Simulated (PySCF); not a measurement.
C$_{3}$H$_{8}$N (SMILES [CH2-]N(C)C), charge -1, singlet, geometry from GFN2-xTB. Base run: HF/6-31G (PySCF).

Here is a job for PySCF.
```python
from pyscf import gto, scf

mol = gto.M(
    atom='''
N     0.00154641    0.02985114    0.37852189
C    -0.00224884    1.46958385   -0.20189574
C     1.17444159   -0.65283405   -0.08441976
C    -1.17384969   -0.65508514   -0.07464857
H     0.88375483    1.93722288    0.34779325
H    -0.88454234    1.93552778    0.35515110
H     1.24642441   -0.71913899   -1.19419213
H     1.20514183   -1.68270458    0.31276513
H     2.05914801   -0.11968068    0.26925121
H    -1.25493808   -0.72153682   -1.18378401
H    -2.05660281   -0.12362607    0.28637677
H    -1.19926907   -1.68500947    0.32276984
''',
    basis='6-31g',
    charge=-1,
    verbose=5,
)

mf = scf.RHF(mol)
mf.kernel()
mo_i, mo_e, stable_i, stable_e = mf.stability(internal=True, external=True, return_status=True, nroots=6, tol=1e-6)
print('internally stable:', stable_i, ' externally stable:', stable_e)
if not stable_e:
    umf = mf.to_uhf() if not hasattr(mf, 'xc') else mf.to_uks()
    umf.scf_summary = {}
    umf.kernel(umf.make_rdm1(mo_e, umf.mo_occ))
```

The bond that is stretched is that between atoms 11 and 4. A test that says stable can miss a lower solution.

Variants of this job, named by their change:

| change | ΔE vs base (mEh) | <S^2> | E after following the instability (Eh) | <S^2> there | HOMO-LUMO gap (eV) | stability test says |
|---|---|---|---|---|---|---|
| base | 0.000 | 0.000 | - | - | 11.27 | stable |
| bond × 1.25 | 31.055 | 0.000 | - | - | 10.73 | stable |
| bond × 1.5 | 80.359 | 0.000 | - | - | 9.49 | stable |
| bond × 1.8 | 134.5 | 0.000 | -172.35037 | 0.60 | 8.07 | external instability |
| bond × 2.2 | 188.8 | 0.000 | -172.33550 | 0.89 | 6.85 | external instability |
| bond × 3.0 | 245.5 | 0.000 | -172.33049 | 1.00 | 5.37 | external instability |

Where a bond breaks into two radicals, a solution with restricted orbitals usually stops being the lowest and lies too high; an unrestricted one lies lower at the price of spin contamination, which <S^2> shows.
